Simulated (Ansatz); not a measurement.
Isolated molecules relaxed with PBE0-D4/def2-TZVP in Ansatz; ΔE leaves out vibrations. CCSD(T)/CBS adds triple-zeta CCSD(T) − MP2 to the extrapolated MP2 energy (def2 sets, frozen cores). This one scheme is used for every species. Functionals use def2-TZVPP. One conformer a species, not always the lowest.

`N[Si@H](Cl)[Si@@H](N)O` + HCl → `N[Si@@H](Cl)[Si@@H](N)Cl` + H₂O  (ligand exchange at the Si–O bond)

| level | ΔE (kJ/mol) |
| --- | --- |
| PBE | -12.9 |
| r2SCAN | -10.2 |
| HF/def2-QZVPP | -3.6 |
| HF/CBS(def2) | -3.6 |

**Question.** What does CCSD(T)/CBS give? (Best estimate.)

**Answer.** Ansatz gave: -12.9 kJ/mol. The listed levels differ from it by 0.0, 2.7, 9.3, 9.3 kJ/mol.

Largest T1 diagnostic among the species: 0.011.

The D4 term adds −4.3 kJ/mol with B3LYP and −2.3 kJ/mol with PBE0; it sums over pairs of atoms, weighted by their polarisabilities, and B3LYP, whose exchange is more repulsive, gets the larger term.

B3LYP here is the variant with VWN-RPA as its local correlation; programs differ in this.
